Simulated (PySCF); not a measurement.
C4H6BNO, SMILES CC1=CB(O)C=N1. Geometry optimised at PBE0-D3(BJ)/def2-SVP. This is a generated structure with no PubChem entry under its InChIKey; it may be hypothetical. The values are those of a single conformer.

Computed equilibrium geometry at PBE0-D3(BJ)/def2-SVP (PySCF confirms it by a frequency run) as a Z-matrix, and its point group (one conformer of several):
point group Cs.
```
C
C 1 1.3516
H 2 1.0908 1 122.77
N 1 1.4619 2 115.83 3 180.00
C 4 1.2797 1 108.57 2 0.00
H 5 1.0986 4 119.10 1 180.00
C 1 1.4808 2 129.65 3 0.00
H 7 1.0973 1 112.46 2 0.00
H 7 1.1027 8 109.66 1 122.13
H 7 1.1027 8 109.66 9 115.73
B 2 1.5543 3 133.21 1 180.00
O 11 1.3446 2 133.17 3 0.00
H 12 0.9635 11 113.24 2 0.00
```
Charge 0, spin multiplicity 1.
